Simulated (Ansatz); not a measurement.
BClHNZn at its PBE0-D4/def2-TZVP geometry, where that method's forces vanish. Total charge 0; spin multiplicity 1. The bonds changed during the relaxation, so this is another structure than the one it started from.

```xyz
5

Cl    0.7838    1.9034   -0.7706
B    -0.0943    0.4625   -0.6598
N    -0.7383   -0.5878   -0.5856
Zn    1.3006   -0.3456    2.5344
H    -1.2517   -1.4324   -0.5185
```

Question: What forces (eV/Å) does PBE-D4/def2-TZVPP give on these atoms in the Gaussian-basis code of Ansatz? (An estimate is asked.)

Answer: The calculation gave: 
```
Cl1  0.109  0.176 -0.011
B2   0.414  0.656 -0.028
N3  -0.330 -0.535  0.035
Zn4 -0.008  0.006 -0.020
H5  -0.184 -0.304  0.024
```
